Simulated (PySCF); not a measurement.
## Boron: a sound run and one with changed settings

Sound run: B²⁺ [He] 2s1, B³⁺ 1s2. All numbers are calculated (PySCF 2.14, the non-relativistic Hamiltonian (point nucleus), in 6-31G*). The sound run starts from symmetry-adapted Hartree-Fock orbitals and uses a fine grid where one is needed.

Changed run: initial guess atom, at most 50 SCF cycles.

```csv
species,method,sound run (hartree),changed run (hartree),converged
B²⁺,UHF,-23.37174,-23.37174,yes
B²⁺,MN15,-23.41882,-23.41882,yes
B²⁺,PBE0,-23.39399,-23.39399,yes
B³⁺,UHF,-21.98378,-21.98378,yes
B³⁺,MN15,-22.03435,-22.03435,yes
B³⁺,PBE0,-21.99167,-21.99167,yes
```

Here the plain start reaches the same solutions.
